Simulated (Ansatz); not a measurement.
Cost and result for the atomization energy of CH4SZn (`C[S][ZnH]`) (7 atoms, 6 bonds).

Total charge 0; spin multiplicity 1. For Zn the d shell is correlated and the shells below it are frozen. Scalar relativity is left out up to krypton. All single points use the PBE0-D4/def2-TZVP geometry. Program: Ansatz. All runs use 4 threads of an Arm Neoverse V2 on a shared host. Times are those of one run each, without the atoms' runs, and a repeat can differ threefold. Electronic energies, without spin–orbit coupling; frozen cores. CCSD(T)/CBS adds CCSD(T) − MP2 in def2-TZVPP to the MP2 limit, and its time is that of the two runs behind it. T1 = 0.014. With those shells the extrapolation isn't a true limit. B3LYP takes the VWN-RPA correlation (the form of Gaussian; ORCA's B3LYP/G).

CCSD(T)/CBS is a level of theory with its own doubt, some kJ/mol a heavy atom from the limit and from the frozen cores, so smaller differences don't rank the functionals.

```
                             level  functions  wall time  atomization (kJ/mol)  difference from CCSD(T)/CBS  per bond
              revPBE-D4/def2-TZVPP        193        1 s                2019.0                        -18.7      -3.1
                BLYP-D4/def2-TZVPP        193        1 s                2004.3                        -33.4      -5.6
                  CCSD(T)/def2-SVP         83        1 s                1902.0                       -135.7     -22.6
                PBE0-D4/def2-TZVPP        193      1.5 s                2044.8                          7.1       1.2
               BHLYP-D4/def2-TZVPP        193      1.5 s                1982.4                        -55.3      -9.2
           CAM-B3LYP-D4/def2-TZVPP        193      1.8 s                2037.1                         -0.6      -0.1
 B3LYP-D4/def2-TZVPP (with forces)        193      2.2 s                2021.9                        -15.8      -2.6
r2SCAN-D4/def2-TZVPP (with forces)        193      2.6 s                2061.4                         23.7       4.0
             r2SCANh-D4/def2-TZVPP        193      2.7 s                2051.3                         13.6       2.3
  ωB97M-V/def2-TZVPP (with forces)        193        6 s                2051.0                         13.3       2.2
                    MP2/def2-QZVPP        347        7 s                2038.8                          1.1       0.2
                CCSD(T)/def2-TZVPP        193       25 s                1982.8                        -54.9      -9.1
                 CCSD(T)/CBS(def2)          –       32 s                2037.7                          0.0       0.0
```

From r2SCAN to r2SCAN0 (25 % exact exchange), in def2-TZVPP and without D4, the atomization energy moves by −24.5 kJ/mol: exact exchange takes away binding that semilocal exchange gives to molecules. In def2-TZVPP, CCSD(T) changes the Hartree–Fock value by +491.4 kJ/mol (the triples alone add +28.5 kJ/mol) and MP2 by +514.1 kJ/mol; breaking electron pairs costs correlation energy, which Hartree–Fock lacks. The D4 term adds +20.1 kJ/mol with B3LYP and +10.3 kJ/mol with PBE0; it sums over pairs of atoms, weighted by their polarisabilities, and B3LYP, whose exchange is more repulsive, gets the larger term.
